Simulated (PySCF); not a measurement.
Sr⁺: excitation energy

Sr⁺ [Kr] 5s1 (2S) → Sr⁺ [Kr] 5p1 (2P), as a difference of total energies. Calculation: PySCF 2.14, in def2-QZVPPD with the def2 core potential (28 electrons); scalar relativity through the core potential. Correlated levels: valence and next inner shell: nothing frozen outside the core potential. The calculations carry no spin-orbit coupling.

```csv
method,excitation energy (eV),error (eV)
UHF,2.747,-0.260
LDA,2.936,-0.071
PBE,2.735,-0.272
PBE0,2.746,-0.261
r2SCAN,2.657,-0.350
CAM-B3LYP,2.972,-0.035
TPSSh,2.600,-0.407
PW91,2.748,-0.259
MP2 (valence and next inner shell),3.000,-0.007
SCS-MP2 (valence and next inner shell),2.950,-0.057
```

Reference: 3.007 eV (measured; NIST levels, between the centres of gravity of the two terms).

Errors of the correlated levels include the incompleteness of this basis.
